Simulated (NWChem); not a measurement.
Species: C₄H₅Cl; SMILES C=C=CCCl

```xyz
10

C      0.5219    -2.8408     0.1742
C     -0.0142    -1.7006    -0.1695
C     -0.5579    -0.5557    -0.5033
C     -0.7084     0.5862     0.4538
Cl     0.2864     2.0379    -0.0655
H      1.5881    -3.0245     0.0556
H     -0.0747    -3.6512     0.5889
H     -0.9270    -0.4023    -1.5169
H     -1.7374     0.9496     0.4937
H     -0.3718     0.3218     1.4560
```
Atoms are numbered in this order, from 1.

Program: NWChem. Structure relaxed at the B3LYP/6-31G* (spherical d) level. Level: M06-2X/def2-SVP with COSMO at NWChem's default radii, gas-phase geometry; rows give the dielectric constant.

| dielectric constant | electrostatic solvation energy (kcal/mol) | dipole in solution (D) |
|---|---|---|
| 1.5 | ? | ? |
| 2.0 | -1.8 | 2.43 |
| 7.6 | -3.4 | 2.68 |
| 11.7 | -3.6 | 2.71 |
| 37.5 | -3.8 | 2.76 |

Fill in the missing entries.


- 1.5, electrostatic solvation energy (kcal/mol): -1.2
- 1.5, dipole in solution (D): 2.33
